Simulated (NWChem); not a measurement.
Species: AuNH4; SMILES [NH3]->[AuH]

```xyz
6

Au    -0.0015    -0.2191     0.0000
H     -0.0026    -1.7870     0.0000
N     -0.0001     1.9786     0.0000
H     -0.0043     2.3553    -0.9483
H      0.8235     2.3549     0.4704
H     -0.8190     2.3556     0.4779
```
Atoms are numbered in this order, from 1.

Program: NWChem. Structure relaxed at the PBE0/def2-SVP level. def2 effective core potentials on Au; no spin-orbit coupling. B3LYP is NWChem's, with the RPA form of VWN correlation. Static field.

For level LC-BLYP (range parameter 0.33 per bohr)/def2-SVPD:

- anisotropy (bohr³) = 13.6

### Question
How do the values read with level B3LYP/def2-SVPD instead?

### Answer
| Property | Value |
|---|---|
| anisotropy (bohr³) | 16.2 |
